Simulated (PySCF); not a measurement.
PySCF input file for CH₃FO₂Si₂, SMILES F[Si@@H]1[SiH2]C(=O)O1, TDA-ωB97X/def2-SVPD. The structure is a stationary point at PBE0-D3(BJ)/def2-SVP. The structure was generated by enumeration; whether it is a known compound was not checked.

```python
import numpy as np
from pyscf import gto, scf, dft, tdscf

mol = gto.M(
    atom='''
    O    -1.51563609    2.02029096    0.19702955
    C    -0.85565284    1.03391712    0.18883695
    O     0.51414568    1.04544893    0.36917871
    Si    1.05528001   -0.57077078    0.22285819
    F     1.94389940   -0.73151073   -1.11984403
    Si   -1.23011321   -0.89168581    0.00524745
    H     1.91985606   -0.93615868    1.36684543
    H    -2.00555155   -1.43388973    1.15624816
    H    -1.81589429   -1.30138451   -1.30066430
    ''',
    basis='def2-SVPD',
    charge=0,
    spin=0,
    max_memory=1600,
    verbose=4,
)
mf = dft.RKS(mol, xc='wb97x').density_fit(auxbasis='def2-universal-jkfit')
mf.grids.level = 3
mf.conv_tol = 1e-9
mf.max_cycle = 100
mf.kernel()
mf.grids = dft.Grids(mol).set(level=1).build(with_non0tab=True)  # coarser grid for the response kernel
td = tdscf.TDA(mf)
td.singlet = True
td.nstates = 10
td.conv_tol = 1e-4
td.positive_eig_threshold = 1e-6
td.kernel(x0=td.get_init_guess(mf, 15))
td.analyze()
tt = tdscf.TDA(mf)
tt.singlet = False
tt.nstates = 4
tt.conv_tol = 1e-4
tt.positive_eig_threshold = 1e-6
tt.kernel(x0=tt.get_init_guess(mf, 9))
tt.analyze(verbose=3)
```

Log of the run:

```
PySCF version 2.14.0

[INPUT] verbose = 4
[INPUT] num. atoms = 9
[INPUT] num. electrons = 62
[INPUT] charge = 0
[INPUT] spin (= nelec alpha-beta = 2S) = 0
[INPUT] symmetry False subgroup None
[INPUT] Mole.unit = angstrom
[INPUT] Symbol           X                Y                Z      unit          X                Y                Z       unit  Magmom
[INPUT]  1 O     -1.515636090000   2.020290960000   0.197029550000 AA   -2.864137114607   3.817796606335   0.372331887946 Bohr   0.0
[INPUT]  2 C     -0.855652840000   1.033917120000   0.188836950000 AA   -1.616949525306   1.953820192299   0.356850117698 Bohr   0.0
[INPUT]  3 O      0.514145680000   1.045448930000   0.369178710000 AA    0.971594523328   1.975612154920   0.697646652920 Bohr   0.0
[INPUT]  4 Si     1.055280010000  -0.570770780000   0.222858190000 AA    1.994190203628  -1.078600454104   0.421140943716 Bohr   0.0
[INPUT]  5 F      1.943899400000  -0.731510730000  -1.119844030000 AA    3.673437479706  -1.382354936881  -2.116198518929 Bohr   0.0
[INPUT]  6 Si    -1.230113210000  -0.891685810000   0.005247450000 AA   -2.324577069110  -1.685041970061   0.009916243352 Bohr   0.0
[INPUT]  7 H      1.919856060000  -0.936158680000   1.366845430000 AA    3.628002151987  -1.769083514334   2.582963517313 Bohr   0.0
[INPUT]  8 H     -2.005551550000  -1.433889730000   1.156248160000 AA   -3.789943158197  -2.709658882527   2.184992354432 Bohr   0.0
[INPUT]  9 H     -1.815894290000  -1.301384510000  -1.300664300000 AA   -3.431542879262  -2.459260306651  -2.457899306999 Bohr   0.0

nuclear repulsion = 361.221445016543
number of shells = 67
number of NR pGTOs = 243
number of NR cGTOs = 161
basis = def2-SVPD
ecp = {}


[settings echo left out]
init E= -869.441646862574
  HOMO = -0.293110902445783  LUMO = -0.0579913094987323  gap/eV = 6.39793
cycle= 1 E= -868.565205535041  delta_E= 0.876  |g|= 1.06  |ddm|= 3.65
  HOMO = -0.267293000477634  LUMO = -0.0233092224951497  gap/eV = 6.63914
cycle= 2 E= -868.445805521237  delta_E= 0.119  |g|= 1.42  |ddm|= 2.29
  HOMO = -0.380835767961791  LUMO = 0.0133694406176903  gap/eV = 10.72687
cycle= 3 E= -868.799291667074  delta_E= -0.353  |g|= 0.11  |ddm|= 1.23
  HOMO = -0.369836569443672  LUMO = 0.0199989636968461  gap/eV = 10.60797
cycle= 4 E= -868.800873931182  delta_E= -0.00158  |g|= 0.0811  |ddm|= 0.154
  HOMO = -0.372763747152165  LUMO = 0.0244046882576159  gap/eV = 10.80750
cycle= 5 E= -868.802127932338  delta_E= -0.00125  |g|= 0.00988  |ddm|= 0.0882
  HOMO = -0.374276876751382  LUMO = 0.0238760848481259  gap/eV = 10.83429
cycle= 6 E= -868.802172089351  delta_E= -4.42e-05  |g|= 0.00452  |ddm|= 0.0295
  HOMO = -0.374106114161792  LUMO = 0.0241000156631865  gap/eV = 10.83574
cycle= 7 E= -868.80217815984  delta_E= -6.07e-06  |g|= 0.00214  |ddm|= 0.00837
  HOMO = -0.374189099391115  LUMO = 0.0241317054140171  gap/eV = 10.83886
cycle= 8 E= -868.802179689793  delta_E= -1.53e-06  |g|= 0.000458  |ddm|= 0.00445
  HOMO = -0.374273592699839  LUMO = 0.0240902098636693  gap/eV = 10.84003
cycle= 9 E= -868.802179829026  delta_E= -1.39e-07  |g|= 0.000141  |ddm|= 0.00145
  HOMO = -0.374260341719779  LUMO = 0.024110146608725  gap/eV = 10.84021
cycle= 10 E= -868.802179841072  delta_E= -1.2e-08  |g|= 4.3e-05  |ddm|= 0.0005
  HOMO = -0.374269553321773  LUMO = 0.0241087726666178  gap/eV = 10.84043
cycle= 11 E= -868.80217984182  delta_E= -7.49e-10  |g|= 2.06e-05  |ddm|= 0.000126
  HOMO = -0.374265812843028  LUMO = 0.0241086858817492  gap/eV = 10.84032
Extra cycle  E= -868.802179841886  delta_E= -6.62e-11  |g|= 2.06e-05  |ddm|= 4.53e-05
converged SCF energy = -868.802179841886
tot grids = 41080
Overwritten attributes  positive_eig_threshold  of <class 'pyscf.tdscf.rks.TDA'>


******** <class 'pyscf.tdscf.rks.TDA'> for <class 'pyscf.df.df_jk.DFRKS'> ********
nstates = 10 singlet
deg_eia_thresh = 1.000e-03
wfnsym = None
conv_tol = 0.0001
eigh lindep = 1e-12
eigh level_shift = 0
eigh max_cycle = 100


Excitation energies (eV)
[4.77458777 6.45180519 6.73133658 6.84852201 7.0571668  7.43871619
 7.60943042 7.7503334  7.91477941 8.0336559 ]

** Singlet excitation energies and oscillator strengths **
Excited State   1:      4.77459 eV    259.68 nm  f=0.0011
      31 -> 32       -0.60073
      31 -> 33       -0.13333
      31 -> 35       -0.27201
Excited State   2:      6.45181 eV    192.17 nm  f=0.0407
      30 -> 32       -0.49379
      31 -> 32        0.27199
      31 -> 33       -0.11608
      31 -> 34       -0.14630
      31 -> 35       -0.30979
Excited State   3:      6.73134 eV    184.19 nm  f=0.0233
      28 -> 32       -0.16970
      30 -> 32       -0.43393
      31 -> 32       -0.19087
      31 -> 33        0.34187
      31 -> 35        0.28359
Excited State   4:      6.84852 eV    181.04 nm  f=0.0615
      28 -> 32       -0.10273
      30 -> 32       -0.14191
      30 -> 33       -0.16843
      31 -> 33       -0.49095
      31 -> 34        0.33725
      31 -> 35        0.22015
Excited State   5:      7.05717 eV    175.69 nm  f=0.0500
      30 -> 33       -0.42327
      30 -> 34       -0.16613
      31 -> 33        0.23805
      31 -> 34        0.29164
      31 -> 35       -0.17124
      31 -> 36       -0.24440
Excited State   6:      7.43872 eV    166.67 nm  f=0.1435
      29 -> 32        0.20285
      29 -> 35        0.12885
      30 -> 33       -0.46967
      31 -> 34       -0.34700
      31 -> 36        0.13474
Excited State   7:      7.60943 eV    162.93 nm  f=0.0711
      29 -> 32       -0.13998
      30 -> 34        0.40200
      30 -> 35        0.18639
      31 -> 35        0.19019
      31 -> 36       -0.42549
      31 -> 39        0.11157
Excited State   8:      7.75033 eV    159.97 nm  f=0.0216
      28 -> 32        0.16990
      29 -> 32       -0.10231
      30 -> 33       -0.12151
      30 -> 34        0.21286
      30 -> 35        0.39907
      31 -> 34        0.13199
      31 -> 35       -0.11132
      31 -> 36        0.38405
Excited State   9:      7.91478 eV    156.65 nm  f=0.0574
      28 -> 32        0.32044
      28 -> 35        0.15538
      29 -> 32        0.12535
      30 -> 34       -0.34989
      30 -> 35        0.20256
      30 -> 36        0.25602
      31 -> 34       -0.12569
      31 -> 35        0.19283
      31 -> 36       -0.10048
Excited State  10:      8.03366 eV    154.33 nm  f=0.0431
      26 -> 32        0.12055
      28 -> 32       -0.36353
      28 -> 35       -0.13806
      29 -> 32        0.21234
      30 -> 35        0.39395
      30 -> 36        0.17086
      31 -> 35       -0.16255
      31 -> 36       -0.14125

** Transition electric dipole moments (AU) **
state          X           Y           Z        Dip. S.      Osc.
  1        -0.0592      0.0029      0.0792      0.0098      0.0011
  2         0.1143      0.1018      0.4837      0.2574      0.0407
  3        -0.1376     -0.3338      0.1041      0.1412      0.0233
  4         0.4143      0.4239      0.1240      0.3667      0.0615
  5         0.0283     -0.5357      0.0340      0.2890      0.0500
  6        -0.8331      0.2672     -0.1486      0.7876      0.1435
  7        -0.4850      0.3820      0.0130      0.3813      0.0711
  8        -0.2369     -0.2288      0.0729      0.1138      0.0216
  9         0.4978      0.1138      0.1878      0.2960      0.0574
 10         0.3882     -0.1410      0.2198      0.2189      0.0431

** Transition velocity dipole moments (imaginary part, AU) **
state          X           Y           Z        Dip. S.      Osc.
  1         0.0021      0.0029     -0.0366      0.0014      0.0051
  2         0.0165      0.0134      0.0107      0.0006      0.0016
  3        -0.0199     -0.0495      0.0034      0.0029      0.0077
  4         0.0688      0.0682      0.0145      0.0096      0.0254
  5         0.0065     -0.0824     -0.0009      0.0068      0.0175
  6        -0.1678      0.0416     -0.0230      0.0304      0.0742
  7        -0.0891      0.0960     -0.0002      0.0171      0.0409
  8        -0.0393     -0.0709     -0.0046      0.0066      0.0154
  9         0.0825      0.0295      0.0260      0.0083      0.0191
 10         0.0508     -0.0289      0.0084      0.0035      0.0079

** Transition magnetic dipole moments (imaginary part, AU) **
state          X           Y           Z
  1         0.4352     -0.6544      0.0196
  2         0.8986     -0.4873     -0.0142
  3        -0.0185      0.1077     -0.2483
  4        -0.0476      0.0381     -0.1382
  5         0.1982      0.0061      0.4175
  6        -0.2915      0.0262      2.1431
  7        -0.3076     -0.3158      1.4675
  8        -0.2329     -0.2808      0.0263
  9         0.0200     -0.1174     -0.3728
 10         0.5831     -0.2014     -0.0547


******** <class 'pyscf.tdscf.rks.TDA'> for <class 'pyscf.df.df_jk.DFRKS'> ********
nstates = 4 triplet
deg_eia_thresh = 1.000e-03
wfnsym = None
conv_tol = 0.0001
eigh lindep = 1e-12
eigh level_shift = 0
eigh max_cycle = 100


Excitation energies (eV)
[4.13810349 5.54972475 5.83391513 5.91181487]

** Triplet excitation energies and oscillator strengths **
Excited State   1:      4.13810 eV    299.62 nm  f=0.0000
Excited State   2:      5.54972 eV    223.41 nm  f=0.0000
Excited State   3:      5.83392 eV    212.52 nm  f=0.0000
Excited State   4:      5.91181 eV    209.72 nm  f=0.0000
```

The run converged.

Cost: roughly 4 core-minutes.
